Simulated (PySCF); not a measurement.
**Correlation energy of F³⁺ (fluorine, charge +3)**

[He] 2s2 2p2, high-spin 3P determinant. Computed with PySCF 2.14 in def2-SVP, with the non-relativistic Hamiltonian (point nucleus). Frozen: 1s2; 4 electrons correlated.

MP2 pair energies summed by pair of shells (mhartree):

| pair | energy | share (%) |
| --- | --- | --- |
| 2s-2p | -30.31 | 56.0 |
| 2s-2s | -19.87 | 36.7 |
| 2p-2p | -3.91 | 7.2 |

Total MP2 correlation energy: -54.10 mhartree.

Same-spin part -6.56 and opposite-spin part -47.54 mhartree; SCS-MP2 scales them by 1/3 and 6/5 to -59.23 mhartree.

```csv
level,correlation energy (mhartree)
CCSD,-77.78
(T),-0.48
CCSD(T),-78.26
```

Diagnostics: T1 = 0.0036, D1 = 0.0074, largest double amplitude 0.130.

Cost of the coupled-cluster step: 0.09 s of wall time on 1 thread of Neoverse-V1 (shared host), for 4 correlated electrons.

Iterations:

```
CC2 = 0
CCSD nocc = (np.int64(3), np.int64(1)), nmo = (13, 13)
frozen orbitals [[0], [0]]
max_cycle = 100
direct = 0
conv_tol = 1e-08
conv_tol_normt = 1e-06
diis_space = 8
diis_start_cycle = 0
Init t2, MP2 energy = -0.054098611820591
Init E_corr(UCCSD) = -0.054098611822104
cycle = 1  E_corr(UCCSD) = -0.0688436673582682  dE = -0.0147450555  norm(t1,t2) = 0.0370812
cycle = 2  E_corr(UCCSD) = -0.0738951846101462  dE = -0.00505151725  norm(t1,t2) = 0.0169474
cycle = 3  E_corr(UCCSD) = -0.0778702288092047  dE = -0.0039750442  norm(t1,t2) = 0.00837655
cycle = 4  E_corr(UCCSD) = -0.0777691941928514  dE = 0.000101034616  norm(t1,t2) = 0.000682828
cycle = 5  E_corr(UCCSD) = -0.0777802540938378  dE = -1.1059901e-05  norm(t1,t2) = 6.47423e-05
cycle = 6  E_corr(UCCSD) = -0.0777765660742886  dE = 3.68801955e-06  norm(t1,t2) = 1.04714e-05
cycle = 7  E_corr(UCCSD) = -0.0777778986169178  dE = -1.33254263e-06  norm(t1,t2) = 2.32666e-06
cycle = 8  E_corr(UCCSD) = -0.0777776488952048  dE = 2.49721713e-07  norm(t1,t2) = 5.40001e-07
cycle = 9  E_corr(UCCSD) = -0.0777776449544906  dE = 3.94071417e-09  norm(t1,t2) = 1.99111e-08
UCCSD converged
E(UCCSD) = -95.25725966796529  E_corr = -0.07777764495449062
UCCSD(T) correction = -0.000478342370526995
```
